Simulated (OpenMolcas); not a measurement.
N+: input and output

Input:

```
&GATEWAY
Coord
1

N 0.0 0.0 0.0
Basis=ANO-RCC-VQZP
Group=XYZ
NoMove
AngMom=0.0 0.0 0.0
AMFI
&SEWARD
&RASSCF
FileOrb=start.orb
Symmetry=1
Spin=3
nActEl=2 0 0
Inactive=2 0
Ras2=0 3
CIRoot=3 3 1
SDav=3
CIMx=300
Iter=120 100
PrWF=0.3
OrbListing=Nothing
MaxOrb=0
Atom
>>> COPY $Project.JobIph JOB001
&RASSCF
FileOrb=start.orb
Symmetry=1
Spin=1
nActEl=2 0 0
Inactive=2 0
Ras2=0 3
CIRoot=6 6 1
SDav=6
CIMx=300
Iter=120 100
PrWF=0.3
OrbListing=Nothing
MaxOrb=0
Atom
>>> COPY $Project.JobIph JOB002
&RASSI
NrOfJobIphs=2 3 6
1 2 3
1 2 3 4 5 6
IphNames
JOB001
JOB002
EJob
SpinOrbit
DIPRint=1.0
SOCoupling=1000.0
Subsets=2
MEES
Property=10
'ANGMOM' 1 'ANGMOM' 2 'ANGMOM' 3 'MLTPL  1' 1 'MLTPL  1' 2 'MLTPL  1' 3
'AMFI' 1 'AMFI' 2 'AMFI' 3 'MLTPL  2' 6
SOProperty=3
'ANGMOM' 1 'ANGMOM' 2 'ANGMOM' 3
```

A driver script runs the steps one by one and writes start.orb anew before each from the orbitals found so far.

Output, cut to the results:

```
--- SEWARD ---
Basis set label: N.ANO-RCC...5S4P3D2F1G.

      Electronic valence basis set:
      ------------------
      Associated Effective Charge   7.000000 au
      Associated Actual Charge      7.000000 au
      Nuclear Model: Point charge

      Shell  nPrim  nBasis  Cartesian Spherical Contaminant
         s      14       5        X
         p       9       4        X
         d       4       3                 X
         f       3       2                 X
         g       2       1                 X
                  Relativistic Douglas-Kroll-Hess integrals:
                    - DKH order of Hamiltonian: 2
                    - DKH order of Properties : 0
                  Atomic mean-field integrals
--- RASSCF ---
Wave function specifications:
      -----------------------------

      Number of closed shell electrons           4
      Number of electrons in active shells       2
      Max number of holes in RAS1 space          0
      Max nr of electrons in RAS3 space          0
      Number of inactive orbitals                2
      Number of active orbitals                  3
      Number of secondary orbitals              50
      Spin quantum number                      1.0
      State symmetry                             1
Orbital specifications:
      -----------------------

      Symmetry species                           1   2
                                                ag  au
      Frozen orbitals                            0   0
      Inactive orbitals                          2   0
      Active orbitals                            0   3
      RAS1 orbitals                              0   0
      RAS2 orbitals                              0   3
      RAS3 orbitals                              0   0
      Secondary orbitals                        27  23
      Deleted orbitals                           0   0
      Number of basis functions                 29  26
      Number of CSFs                             3
      Number of root(s) required                 3
      Iter CI   SX   CI       RASSCF       Energy    max ROT     max BLB   max BLB  Level Ln srch  Step   QN
          iter iter root      energy       change     param      element    value   shift minimum  type update
 Nr of preliminary CI iterations:   1
        1   1    9    0   -53.88114921    0.00E+00  -1.16E-01*   2   3 1  2.39E-01*  0.00   0.00    SX    NO
        2   1    9    0   -53.91576048   -3.46E-02*  3.35E-02    2   4 1  3.79E-02*  0.00   0.00    SX    NO
        3   1    8    0   -53.91712469   -1.36E-03*  1.17E-02    2   3 1  1.10E-02*  0.00   0.00    SX    NO
        4   1    8    0   -53.91730385   -1.79E-04* -4.47E-03    2   4 1  2.78E-03*  0.00   0.00    SX    NO
        5   1    7    0   -53.91732610   -2.23E-05*  1.15E-03    2   3 1  1.08E-03*  0.00   0.73    QN   YES
        6   1    7    0   -53.91732963   -3.54E-06*  3.03E-05    2   3 1  9.96E-05   0.00   1.01    QN   YES
        7   1    5    0   -53.91732964   -4.21E-09   8.11E-06    2   3 1  2.02E-05   0.00   1.24    QN   YES
      Convergence after  7 iterations
        8   1    5    0   -53.91732964   -2.05E-10   8.11E-06    2   4 1 -4.49E-07   0.00   1.24    QN   YES
      Natural orbitals and occupation numbers for root  1
      sym 2:   1.000000   0.000000   1.000000
      Natural orbitals and occupation numbers for root  2
      sym 2:   1.000000   1.000000   0.000000
      Natural orbitals and occupation numbers for root  3
      sym 2:   0.000000   1.000000   1.000000
::    RASSCF root number  1 Total energy:    -53.91732964
::    RASSCF root number  2 Total energy:    -53.91732964
::    RASSCF root number  3 Total energy:    -53.91732964
--- RASSCF ---
Wave function specifications:
      -----------------------------

      Number of closed shell electrons           4
      Number of electrons in active shells       2
      Max number of holes in RAS1 space          0
      Max nr of electrons in RAS3 space          0
      Number of inactive orbitals                2
      Number of active orbitals                  3
      Number of secondary orbitals              50
      Spin quantum number                      0.0
      State symmetry                             1
Orbital specifications:
      -----------------------

      Symmetry species                           1   2
                                                ag  au
      Frozen orbitals                            0   0
      Inactive orbitals                          2   0
...
--- RASSI ---
SPIN-FREE ENERGIES:
  (Shifted by EMIN (a.u.) =        -53.9173296375)

 SF State       Relative EMIN(au)   Rel lowest level(eV)    D:o, cm**(-1)      L_eff

     1             0.0000000000        0.0000000000              0.0000         1.0
     2             0.0000000000        0.0000000000              0.0000         1.0
     3             0.0000000000        0.0000000000              0.0000         1.0
     4             0.0806680247        2.1950887768          17704.5850         2.0
     5             0.0806680247        2.1950887768          17704.5850         2.0
     6             0.0806680247        2.1950887768          17704.5850         2.0
     7             0.0806680247        2.1950887768          17704.5850         2.0
     8             0.0806680247        2.1950887768          17704.5850         2.0
     9             0.1993962228        5.4258476347          43762.4125         0.0
     Dipole printing threshold changed to   1.00000000E+00
Eigenvalues of complex Hamiltonian:
   -----------------------------------
  (Shifted by EMIN (a.u.) =        -53.9173296375)

 SO State       Relative EMIN(au)   Rel lowest level(eV)    D:o, cm**(-1)     J-value

     1            -0.0004327750        0.0000000000              0.0000        -0.0
     2            -0.0002154861        0.0059127342             47.6894         0.8
     3            -0.0002154861        0.0059127342             47.6894         0.8
     4            -0.0002154861        0.0059127342             47.6894         0.7
     5             0.0002143666        0.0176096196            142.0312         1.1
     6             0.0002143666        0.0176096196            142.0312         1.8
     7             0.0002143666        0.0176096196            142.0312         1.2
     8             0.0002143666        0.0176096196            142.0312         1.8
     9             0.0002143666        0.0176096196            142.0312         1.8
...
```

The J values that RASSI prints are effective ones from its own formula and need not be integers or half-integers; the table below assigns J from the states.

Levels above the lowest, from the spin-orbit matrix, grouped by J:

| Configuration | Term | J | E (cm-1) | Measured (cm-1) | g | Term weight % |
| --- | --- | --- | --- | --- | --- | --- |
| 2s2 2p2 | 3P | 0 | 0.0 | 0.0 |  | 100 |
| 2s2 2p2 | 3P | 1 | 47.7 | 48.7 | 1.501 | 100 |
| 2s2 2p2 | 3P | 2 | 142 | 131 | 1.501 | 100 |
| 2s2 2p2 | 1D | 2 | 17800 | 15316 | 1.000 | 100 |
| 2s2 2p2 | 1S | 0 | 43858 | 32689 |  | 100 |

Against the 4 measured excited levels shown (NIST Handbook of Basic Atomic Spectroscopic Data) the mean absolute deviation is 3400 cm-1; the largest miss in energy is 2s2 2p2 1S0: computed 43858, measured 32689 cm-1 (+34.2 %).

Without dynamic correlation excited terms often stand tens of per cent too high (terms of higher spin than the ground term too low), and those without a measured partner can miss by more than the paired ones. With the s shell closed, the reference lacks s² → p² mixing. Computed and measured levels are paired by configuration, term and J; levels that our copy of the source lacks, or whose pairing is in doubt (as where it misses far off the trend of its configuration), stay unpaired and out of the deviations. Only configurations of the active space appear.

The term weight is that of the spin-free term in the level, not the purity of its configuration.
